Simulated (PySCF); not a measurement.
## Functional dependence of a UV spectrum

Species: ClH6NSi2.
SMILES with atom numbers: `[NH2:1][SiH2:2][SiH2:3][Cl:4]` (hydrogens: H5, H6 on N1; H7, H8 on Si2; H9, H10 on Si3)

Linear-response calculations in the def2-SVPD basis (PySCF; singlets by full response, triplets Tamm–Dancoff, core orbitals frozen in the response; HF means time-dependent Hartree–Fock). 'Strongest' is the level of largest summed f among the singlets computed (10 roots, of which the last may lack a degenerate partner); it can jump between rows when another state enters that window. S1 is the lowest singlet of each run and needn't be the same state throughout; f(S1) is that of one state. One conformer (not necessarily the lowest) at the PBE0-D3(BJ)/def2-SVP geometry, without solvent, vibrations or thermal averaging.

```json
{"functional": "LDA", "kind": "LDA", "S1 (eV)": "4.51", "f(S1)": "0.003", "strongest (eV)": "6.64", "T1 (eV)": "4.33", "HOMO (eV)": "-6.26", "gap (eV)": "4.42", "ionisation energy, ΔSCF (eV)": "9.78"}
{"functional": "PBE", "kind": "GGA", "S1 (eV)": "4.60", "f(S1)": "0.003", "strongest (eV)": "6.70", "T1 (eV)": "4.40", "HOMO (eV)": "-6.17", "gap (eV)": "4.53", "ionisation energy, ΔSCF (eV)": "9.65"}
{"functional": "B3LYP", "kind": "global hybrid, 20% exact exchange", "S1 (eV)": "5.35", "f(S1)": "0.005", "strongest (eV)": "7.30", "T1 (eV)": "5.02", "HOMO (eV)": "-7.30", "gap (eV)": "6.31", "ionisation energy, ΔSCF (eV)": "9.46"}
{"functional": "PBE0", "kind": "global hybrid, 25% exact exchange", "S1 (eV)": "5.47", "f(S1)": "0.006", "strongest (eV)": "7.48", "T1 (eV)": "5.05", "HOMO (eV)": "-7.52", "gap (eV)": "6.71", "ionisation energy, ΔSCF (eV)": "9.48"}
{"functional": "BHandHLYP", "kind": "global hybrid, 50% exact exchange", "S1 (eV)": "6.09", "f(S1)": "0.013", "strongest (eV)": "7.88", "T1 (eV)": "5.52", "HOMO (eV)": "-8.77", "gap (eV)": "8.82", "ionisation energy, ΔSCF (eV)": "9.66"}
{"functional": "CAM-B3LYP", "kind": "range-separated hybrid", "S1 (eV)": "5.83", "f(S1)": "0.010", "strongest (eV)": "7.59", "T1 (eV)": "5.34", "HOMO (eV)": "-8.90", "gap (eV)": "9.09", "ionisation energy, ΔSCF (eV)": "9.71"}
{"functional": "wB97X-D", "kind": "range-separated hybrid", "S1 (eV)": "5.86", "f(S1)": "0.010", "strongest (eV)": "7.68", "T1 (eV)": "5.40", "HOMO (eV)": "-9.41", "gap (eV)": "10.32", "ionisation energy, ΔSCF (eV)": "9.68"}
{"functional": "LC-wPBE", "kind": "range-separated hybrid", "S1 (eV)": "6.22", "f(S1)": "0.014", "strongest (eV)": "8.19", "T1 (eV)": "5.50", "HOMO (eV)": "-10.24", "gap (eV)": "11.54", "ionisation energy, ΔSCF (eV)": "9.95"}
{"functional": "HF", "kind": "Hartree–Fock", "S1 (eV)": "6.87", "f(S1)": "0.026", "strongest (eV)": "8.75", "T1 (eV)": "5.87", "HOMO (eV)": "-10.61", "gap (eV)": "12.73", "ionisation energy, ΔSCF (eV)": "not settled"}
```

S1 runs from 4.51 eV (LDA) to 6.87 eV (HF), a spread of 2.36 eV, while the orbital gap spreads over 8.3 eV. Along PBE (0%), B3LYP (20%), PBE0 (25%), BHandHLYP (50%), HF (100%) S1 rises with the share of exact exchange. −ε(HOMO) comes closest to its own ΔSCF ionisation energy with wB97X-D (-0.27 eV) and misses most with LDA (-3.52 eV). 'Not settled' means that the ion's SCF failed to converge or may have ended in another state than the lowest.

Without π bonds the low states are Rydberg-like; a valence basis with one diffuse set may place them up to an eV too high.
